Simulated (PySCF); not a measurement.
# Telling isomers of C4H8F2Si3 apart by NMR

- σ from GIAO-PBE0/pcSseg-1
- GFN2-xTB structure
- code: PySCF 2.14
- relativity neglected, in vacuum, rapidly exchanging positions averaged, one conformer

Scale: ¹H (σref 31.72), ¹³C (σref 186.93) vs TMS (reference shieldings calculated alike). Splittings of carbon signals by F and P are missing where no couplings were computed. Where no couplings were computed, multiplicities follow the n + 1 count of equivalent neighbours, and m marks all less simple cases (inequivalent or close neighbours, rings, F or P nearby). Shifts are as computed. Against solution values, carbons near 30 ppm lie about +3 ppm off and those near 130 ppm about +5 ppm. Of 1309 compounds with measured shifts, 239 miss one by over three times the rms of a fit or turn the order of signals round; such compounds aren't used in these exercises.

(1) Tabulate the signals of `C#CC(F)(F)[Si@@H]1C[SiH2][SiH2]1`, `CC#C[C@]1(F)[SiH2][Si@@H](F)[SiH2]1` and their relative energies.

(2) What is the quickest way to tell C#CC(F)(F)[Si@@H]1C[SiH2][SiH2]1 from CC#C[C@]1(F)[SiH2][Si@@H](F)[SiH2]1?

Results:

(1) 
```json
{"SMILES": "C#CC(F)(F)[Si@@H]1C[SiH2][SiH2]1", "carbon types": "2×C 1×CH 1×CH2", "δC": "126.4, 90.4, 80.9, -0.3", "δH": "5.12 (m, 1H), 4.69 (m, 1H), 4.68 (m, 1H), 4.66 (m, 1H), 4.52 (m, 1H), 2.68 (s, 1H), 0.92 (m, 1H), 0.80 (m, 1H)", "E rel. (kcal/mol)": "28.8"}
{"SMILES": "CC#C[C@]1(F)[SiH2][Si@@H](F)[SiH2]1", "carbon types": "3×C 1×CH3", "δC": "106.1, 90.9, 86.5, 6.1", "δH": "6.73 (m, 1H), 5.24 (m, 2H), 4.65 (m, 2H), 2.20 (s, 3H)", "E rel. (kcal/mol)": "0.0"}
```

Energies are electronic energies at PBE0/pcSseg-1 on these geometries, without zero-point or thermal terms, each for the one conformer computed, which needn't be the lowest.

(2) Both give the same number of carbon signals, but DEPT or the intensities differ. The first has a terminal alkyne carbon (CH) at 90.4 ppm, the second a propargylic methyl carbon (CH3) at 6.1 ppm. Their most deshielded carbons lie at 126.4 and 106.1 ppm. In the proton spectra the most deshielded non-exchanging signals are 5.12 (m, 1H) and 6.73 (m, 1H).
